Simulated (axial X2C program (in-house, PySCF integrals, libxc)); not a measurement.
# GaSi⁻: from the spin-free to the two-component result

Calculated with an in-house relativistic program for diatomic molecules. Spin-free means the one-electron spin-free X2C Hamiltonian; two-component (2c) means X2C with spin–orbit coupling and atomic mean-field two-electron Coulomb and Gaunt terms, so the difference of the two also holds small scalar two-electron terms. Basis: Ga dyall-acv3z [10s10p8d5f1g], Si dyall-av3z [9s8p3d2f] (cores contracted in-house); Gaussian nuclei, density fitting, unrestricted open shells. Masses: Ga 68.926 u, Si 27.977 u.

Spin-free state: M_S = 1, Λ = 0 (beyond evenly filled blocks: π+α, π-α); fragments Ga + Si-.

| level | Re (Å) | ωe (cm⁻¹) | De (eV) | μ (D) |
| --- | --- | --- | --- | --- |
| PBE0 | 2.428 | 318.6 | 2.241 | -3.00 |
| HF | 2.431 | 329.6 | 1.100 | -3.38 |

Dipoles are positive if Si is the positive end and refer to the centre of mass.

Two-component determinant lowest at the distance of the search:

Ω = 1 (⟨Sz⟩ = 1.00, ⟨Lz⟩ = 0.00 at PBE0); fragments Ga + Si-.

```tsv
level	Re (Å)	ωe (cm⁻¹)	μ (D)
PBE0	2.428	318.2	-3.00
HF	2.432	329.8	-3.38
```

Task: From the two tables, how do the constants change at the PBE0 level (2c against spin-free)?

Result: At the PBE0 level Re is unchanged within 0.001 Å and ωe decreases by 0.4 cm⁻¹.

One determinant describes the state; a PBE0 search over occupations chose it and may have missed a lower one. Dissociation energies refer to the lowest single-determinant-based atoms at the same level and basis. De is not given where an atomic determinant may have missed its ground term or J level, or where the truncated virtual space spoils (T). Density functionals use the spin component along the axis (collinear). Other states lie close and PBE0, whose exact exchange favours high spin, may order them wrongly; the determinant shown need not be the ground state. The nearest other spin-free determinant of the search, M_S = 1, Λ = 1, lies 0.11 eV up at the distance of the search. Without a current term, density functionals place determinants with orbital angular momentum somewhat too high. With several unpaired electrons one determinant need not be a pure state. Open-shell Ω = 0 determinants with evenly filled partner blocks cannot be reached by this program, so the Ω shown need not be the lowest component. This is the Ω = 1 component of a π² triplet; the 0⁺ component is not one determinant and can lie lowest. Some points did not converge and are left out. The highest occupied level of some functionals is positive through self-interaction error; at Hartree–Fock it is bound. Hartree–Fock gets electron affinities wrong, so its lowest charge split need not be the true one.
